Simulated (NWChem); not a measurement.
Molecule: C₃H₃, doublet; SMILES [CH]=C=C

Program: NWChem. Pople sets run with spherical d functions. Spin-unrestricted. Spin-contaminated determinants: UHF/STO-3G (<S²> = 1.12), UHF/6-31G* (<S²> = 0.98). In the optimisation the excess spin sits in b1 (C2v, its own frame). No stability test was run on the SCF state. Each level has its own optimisation; frequencies are unscaled. Brackets give each atom's bonded neighbours.

| level | r C–C [C(CC)–C(CHH)] (Å) | r C–H [C(CHH)–H(C)] (Å) | r C–C [C(CC)–C(CH)] (Å) | r C–H [C(CH)–H(C)] (Å) | highest harmonic frequency (cm⁻¹) | lowest (cm⁻¹) | zero-point energy (kcal/mol) |
|---|---|---|---|---|---|---|---|
| UHF/STO-3G | [?] | [?] | 1.213 | [?] | [?] | [?] | [?] |
| CAM-B3LYP/def2-SVP | 1.373 | 1.092 | 1.226 | 1.074 | 3473 | 375 | 26.1 |
| UHF/6-31G* | 1.381 | 1.074 | 1.219 | 1.057 | 3626 | 366 | 26.7 |
| BLYP/def2-SVP | 1.377 | 1.101 | 1.244 | 1.079 | 3390 | 343 | 25.0 |
| PBE-D3(BJ)/def2-SVP | 1.373 | 1.102 | 1.244 | 1.081 | 3402 | 342 | 25.1 |

Question: Fill in the missing entries.

Answer: 
- UHF/STO-3G, r C–C [C(CC)–C(CHH)] (Å): 1.401
- UHF/STO-3G, r C–H [C(CHH)–H(C)] (Å): 1.083
- UHF/STO-3G, r C–H [C(CH)–H(C)] (Å): 1.065
- UHF/STO-3G, highest harmonic frequency (cm⁻¹): 3878
- UHF/STO-3G, lowest (cm⁻¹): 362
- UHF/STO-3G, zero-point energy (kcal/mol): 28.2
